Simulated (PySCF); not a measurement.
**Bond length, frequency and bond energy of SrH by level of theory**

State: ²Σ⁺ (doublet), unpaired electrons σ ↑. Set-up: basis Sr def2-TZVP with ECP28, H def2-TZVP; scalar-relativistic core potentials; PySCF 2.14. De refers to Sr + H in their ground configurations, without counterpoise correction. The functionals are run spin-unrestricted. A positive dipole means Sr(−)H(+).

| Level | Re (Å) | ωe (cm⁻¹) | De (eV) | μ (D) |
| --- | --- | --- | --- | --- |
| UHF | 2.205 | 1174 | 1.39 | -2.90 |
| UHF-MP2 | 2.174 | 1174 | 1.21 | n/a |
| UHF-SCS-MP2 | 2.177 | 1173 | 1.29 | n/a |
| UHF-CCSD | 2.187 | 1138 | 1.37 | n/a |
| UHF-CCSD(T) | 2.188 | 1133 | 1.35 | n/a |
| PBE | 2.140 | 1167 | 1.78 | -3.02 |
| PW91 | 2.136 | 1175 | 1.82 | -3.05 |
| r²SCAN | 2.140 | 1193 | 2.02 | -3.18 |
| PBE0 | 2.139 | 1192 | 1.77 | -3.03 |
| MN15 | 2.150 | 1170 | 1.40 | -3.40 |
| BHandHLYP | 2.152 | 1199 | 1.76 | -3.33 |

Question: Which functional lies closest to UHF-CCSD(T) in De, which farthest, and by how much do they differ from it?

Answer: Closest is MN15 (-3.8 pm in Re, +3.3 % in ωe, +0.05 eV in De against UHF-CCSD(T) in the same basis), farthest r²SCAN (-4.8 pm in Re, +5.3 % in ωe, +0.67 eV in De). CCSD(T) converges more slowly with the basis than the functionals do and binds too weakly in this one, so the order can change at the basis-set limit.

Question: What does a quarter of exact exchange do here, going from PBE to PBE0?

Answer: PBE0 less PBE: -0.1 pm in Re, +2.1 % in ωe, -0.01 eV in De. Exact exchange removes part of the self-interaction that spreads semilocal densities, and in most molecules shortens and stiffens the bond and lowers De; so it does here.

Question: What does the step from GGA to meta-GGA do here, going from PBE to r²SCAN?

Answer: r²SCAN less PBE: +0.0 pm in Re, +2.2 % in ωe, +0.24 eV in De. 

Correlated steps freeze no core orbitals. Spin–orbit coupling is left out. The state was picked by a PBE0 search and need not be the measured ground state.

The whole job (state search and all levels along the bond) took about 0.67 min on 1 thread of Intel Xeon 6975P-C (shared host), peak memory 0.46 GiB.
